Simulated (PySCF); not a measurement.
Compound: C5H11FN3Si (charge +1).
Atom-mapped SMILES: `[CH3:1][CH2:2][n:3]1[n:4][n+:5]([CH3:6])[c:7]([SiH3:8])[c:9]1[F:10]`

Probes without a nucleus sit at each ring's centroid and 1 Å off its mean plane on both sides; NICS is minus the shielding there, NICSzz its component along the normal. Level: GIAO PBE0/pcSseg-1 (PySCF, non-relativistic, gas phase) on the GFN2-xTB geometry, one conformer.

Ring bond lengths (Å), with Mayer bond orders in brackets: N3–N4 1.302 (1.24), N4–N5 1.299 (1.29), N5–C7 1.353 (1.07), C7–C9 1.379 (1.43), C9–N3 1.352 (1.15).

What do the NICS probes read (ppm)?

| ring | type | NICS(0) | NICS(1), two faces | NICS(1)zz, two faces | rms pucker (Å) | centre to ring atoms, mean (Å) |
| --- | --- | --- | --- | --- | --- | --- |
| N3–N4–N5–C7–C9 | 5-membered ring with 3 N; formal bonds all aromatic | -14.4 | -11.7 / -11.8 | -27.2 / -27.9 | 0.00 | 1.14 |

What can be read from them?

- N3–N4–N5–C7–C9: mean NICS(1)zz -27.5 ppm, shielded. The ring is flat and has no four-coordinate atom; by the NICS criterion it is aromatic.

What does the geometric index give? Use HOMA with the parameters of Krygowski (1993).

- N3–N4–N5–C7–C9: HOMA 0.98; the largest term is that of N5–C7, α(R − Ropt)² = 0.03. The geometric and the magnetic index point the same way.

At the second NICS(1) probe listed for ring N3–N4–N5–C7–C9, 1 Å off the ring, what do the in-plane components average?

The isotropic value is a third of the trace: (3 × -11.8 − (-27.9))/2 = -3.8 ppm.

Give the inner angles of the rings and the Hirshfeld charges of the ring atoms.

- N3–N4–N5–C7–C9: N3 109.2° (+0.083 e), N4 107.2° (+0.003 e), N5 112.9° (+0.095 e), C7 102.6° (-0.055 e), C9 108.1° (+0.155 e); sum 540.0° against 540° for a flat convex ring.

How shielded are the nuclei of the rings and their hydrogens (means over atoms taken as equivalent)?

```tsv
atoms	environment	σ isotropic (ppm)
N3	ring nitrogen	0.4
N4	ring nitrogen	-113.1
N5	three-coordinate ring nitrogen	-4.1
C7	substituted aromatic carbon	57.3
C9	aromatic C–F carbon	18.5
```

The values belong to the conformer `[CH3:1][CH2:2][n:3]1[n:4][n+:5]([CH3:6])[c:7]([SiH3:8])[c:9]1[F:10]`: C1–C2–N3–N4 -101°.
